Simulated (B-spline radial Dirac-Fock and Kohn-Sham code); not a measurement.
## X-ray scattering factor of Yb²⁰⁺

System: Yb²⁰⁺ in the configuration 1s2 2s2 2p6 3s2 3p6 3d10 4s2 4p6 4d10 4f4.

Input of the calculation (task.json; shells as n, l, electrons):

```json
{"items": [{
  "Z": 70,
  "q": 20,
  "cfg": [[1, 0, 2], [2, 0, 2], [2, 1, 6], [3, 0, 2], [3, 1, 6], [3, 2, 10], [4, 0, 2], [4, 1, 6], [4, 2, 10], [4, 3, 4]],
  "A": 174,
  "rrms": 5.3108,
  "do": ["scatter"],
  "s": [0.0, 0.05, 0.1, 0.15, 0.2, 0.25, 0.3, 0.35, 0.4, 0.45, 0.5, 0.6, 0.7, 0.8, 0.9, 1.0, 1.1, 1.2, 1.4, 1.6, 1.8, 2.0, 2.5, 3.0, 3.5, 4.0, 5.0, 6.0],
  "pz": [0, 0.1, 0.14, 0.21, 0.29, 0.42, 0.6, 0.86, 1.2, 1.8, 2.5, 3.6, 5.2, 7.5, 11.0, 15.0, 22.0, 31.0, 45.0, 64.0, 92.0],
  "hv_scatter": [1000, 2000, 8047.8, 10000, 17479.3, 20000, 50000, 1000000]
}]}
```

Launch: `python xray_run.py task.json out`

Calculated with an atomic code on a B-spline grid, using Dirac-Fock densities. f₀ is the Fourier transform of the spherical electron density, S the Waller-Hartree incoherent function, and s = sin θ/λ.

```tsv
s (Å⁻¹)	f₀	S
0	50.000	0.000
0.05	49.864	0.108
0.1	49.460	0.426
0.15	48.798	0.941
0.2	47.896	1.634
0.25	46.777	2.478
0.3	45.468	3.444
0.35	43.999	4.501
0.4	42.405	5.621
0.45	40.719	6.778
0.5	38.974	7.949
0.6	35.432	10.269
0.7	31.998	12.490
0.8	28.833	14.580
0.9	26.035	16.541
1	23.643	18.385
1.1	21.648	20.125
1.2	20.010	21.767
1.4	17.573	24.759
1.6	15.845	27.352
1.8	14.452	29.555
2	13.182	31.415
2.5	10.223	34.988
3	7.849	37.602
3.5	6.288	39.635
4	5.363	41.267
5	4.348	43.704
6	3.569	45.379
```

f₀ starts at the number of electrons, 50, and has fallen to half at s ≈ 0.94 Å⁻¹. The sum of ⟨r²⟩ over the electrons is 7.393 bohr².
